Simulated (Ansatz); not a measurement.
Geometry optimisation, DFT PBE-D3(BJ), scalar-relativistic, plane waves, PAW in Ansatz 0.2.0.

Input:

```yaml
accuracy: low
crystal:
  lattice:
    - [6.603854, 0.0, 0.0]
    - [0.0, 6.603854, 0.0]
    - [0.0, 0.0, 6.603854]
  atoms:
    - { symbol: H, position: [0.1582698, 0.9395404, 0.4408059] }
    - { symbol: H, position: [0.1946937, 1.0414403, 0.4681958] }
    - { symbol: H, position: [0.874807, 0.5333457, 0.1613405] }
    - { symbol: H, position: [0.9479657, 0.4492537, 0.15527] }
    - { symbol: H, position: [0.2025278, 0.9819304, 0.1545748] }
    - { symbol: H, position: [0.1478854, 0.9057568, 0.0939753] }
    - { symbol: H, position: [0.6339612, 0.3475574, 0.4566681] }
    - { symbol: H, position: [0.5595409, 0.2650398, 0.4460401] }
    - { symbol: H, position: [0.7779543, 0.8907679, 0.9447392] }
    - { symbol: H, position: [0.7416556, 0.8091313, 0.8778186] }
    - { symbol: H, position: [0.3929736, 0.3339091, 0.8185344] }
    - { symbol: H, position: [0.4015882, 0.2265026, 0.8476912] }
    - { symbol: H, position: [0.00544, -0.0427758, 0.7739693] }
    - { symbol: H, position: [0.0086069, 0.0648633, 0.7445706] }
    - { symbol: H, position: [0.3056943, 0.5384693, 0.2891576] }
    - { symbol: H, position: [0.3180388, 0.5316035, 0.1784283] }
    - { symbol: H, position: [0.5524757, 0.3578764, 0.068263] }
    - { symbol: H, position: [0.5991339, 0.2597438, 0.0426991] }
    - { symbol: H, position: [0.7924977, 0.8947761, 0.556543] }
    - { symbol: H, position: [0.8350211, 0.9446182, 0.4661659] }
    - { symbol: H, position: [0.2034002, 0.5498447, 0.7503622] }
    - { symbol: H, position: [0.286225, 0.6051912, 0.8007341] }
    - { symbol: H, position: [0.4563633, 0.7994744, 0.2740332] }
    - { symbol: H, position: [0.5155865, 0.7673654, 0.1850268] }
basis:
  ecutwfc: 420.0
kpoints:
  mp_grid: { grid: [1, 1, 1] }
hamiltonian:
  xc: pbe
  dispersion: d3bj
scf:
  occupations: { method: fermi_dirac, width: 0.05 }
  lower_state_search: "off"
relax:
  f_tol: 0.3
  max_steps: 15
  adjacent_minimum: "off"
output:
  write_density: true
  write_potential: true
  elf: true
  volumetric_format: npy
```

Command:

```bash
$ ansatz run input.yaml --threads 1 --pin off --max-ram 3072MiB --backend cpu --events-out ev --progress --plain --runs-dir out
```

Task: Where does it end, and by what steps?

Result: The forces met the threshold. The threshold is loose, so the end isn't yet a minimum. The force dipped under the threshold on the way, but the program's further checks kept it going. Limits of this set-up: coarse k mesh, low accuracy level. After 3 steps the energy has fallen by 0.888 eV; H11 moved furthest, 0.50 Å.

| step | energy less start (eV) | largest force component (eV/Å) | accepted |
| --- | --- | --- | --- |
| 0 | 0.0000 | 0.499 | yes |
| 1 | -0.5727 | 0.320 | yes |
| 2 | -0.7703 | 0.173 | yes |
| 3 | -0.8875 | 0.167 | yes |

```xyz
24
Lattice="6.6039 0.0000 0.0000 0.0000 6.6039 0.0000 0.0000 0.0000 6.6039" Properties=species:S:1:pos:R:3
H 1.301 6.305 2.867
H 1.558 6.948 3.164
H 5.770 3.611 1.100
H 6.291 3.074 1.073
H 1.244 6.427 0.942
H 0.881 5.968 0.471
H 4.220 2.331 3.127
H 3.704 1.788 3.125
H 4.971 5.740 6.204
H 4.713 5.155 5.813
H 2.483 1.842 5.087
H 2.463 1.140 5.359
H 0.162 0.014 5.217
H 0.173 0.726 4.989
H 1.943 3.323 1.981
H 1.952 3.289 1.232
H 3.764 2.249 0.631
H 4.140 1.656 0.363
H 5.133 5.819 3.562
H 5.408 6.136 2.942
H 1.201 3.957 4.929
H 1.766 4.351 5.223
H 3.212 5.388 1.905
H 3.612 5.184 1.306
```

Time of the run: 4.6 s on 1 thread of Intel(R) Xeon(R) Platinum 8259CL CPU @ 2.50GHz (Skylake/Cascade Lake), with other jobs on the host, peak memory 0.38 GiB.
